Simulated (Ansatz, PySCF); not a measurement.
Si(F)(H)(SiH3)2 (FH₇Si₃), SMILES F[SiH]([SiH3])[SiH3]. Atoms are numbered in the order given.

```xyz
11

Si    -0.4210    -0.5543     0.0000
F      0.4244    -1.9583     0.0000
Si     0.1157     0.6552    -1.9376
Si     0.1157     0.6552     1.9376
H     -1.8768    -0.8993     0.0000
H     -0.1972    -0.1272    -3.1716
H     -0.6911     1.9157    -1.9356
H      1.5674     1.0104    -1.9318
H     -0.1972    -0.1271     3.1716
H     -0.6911     1.9158     1.9357
H      1.5674     1.0104     1.9318
```
Charge 0, spin multiplicity 1.

Geometry: PBE0-D3(BJ)/def2-SVP. This is a generated structure with no PubChem entry under its InChIKey; it may be hypothetical.

Two levels are set side by side: PBE-D3(BJ)/def2-SVP (Ansatz, a quantum-chemistry and plane-wave program) and PBE0-D3(BJ)/def2-SVP (Ansatz). Each level has its own optimised geometry; the coordinates shown are those of the second. Frequencies come from the Hessian of PySCF at each geometry. Differences are taken from unrounded values.

| quantity | PBE0-D3(BJ) |
|---|---|
| mean bond length (Å) | 1.680 |
| bond Si1–F2 (Å) | 1.639 |
| bond Si1–Si3 (Å) | 2.346 |
| bond Si1–Si4 (Å) | 2.346 |
| bond Si1–H5 (Å) | 1.496 |
| bond Si3–H6 (Å) | 1.494 |
| bond Si3–H7 (Å) | 1.497 |
| bond Si3–H8 (Å) | 1.495 |
| bond Si4–H9 (Å) | 1.494 |
| bond Si4–H10 (Å) | 1.497 |
| bond Si4–H11 (Å) | 1.495 |
| highest harmonic wavenumber (cm⁻¹) | 2240 |
| mean harmonic wavenumber (cm⁻¹) | 995 |
| zero-point energy (kcal/mol) | 38.41 |

**Question.** What does PBE-D3(BJ) give, and how far is it from PBE0-D3(BJ)? (An estimate is asked for; the answer gives what the named calculation found.)

**Answer.** 
```tsv
quantity	PBE-D3(BJ)	PBE-D3(BJ) minus PBE0-D3(BJ)
mean bond length (Å)	1.691	0.011
bond Si1–F2 (Å)	1.654	0.015
bond Si1–Si3 (Å)	2.355	0.009
bond Si1–Si4 (Å)	2.355	0.009
bond Si1–H5 (Å)	1.508	0.012
bond Si3–H6 (Å)	1.505	0.010
bond Si3–H7 (Å)	1.507	0.010
bond Si3–H8 (Å)	1.505	0.010
bond Si4–H9 (Å)	1.505	0.010
bond Si4–H10 (Å)	1.507	0.010
bond Si4–H11 (Å)	1.505	0.010
highest harmonic wavenumber (cm⁻¹)	2173	-67
mean harmonic wavenumber (cm⁻¹)	962	-33
zero-point energy (kcal/mol)	37.13	-1.28
```

GGA bonds tend to be longer and softer than those of functionals with exact exchange. Differences between two approximate levels are no errors against the true value.
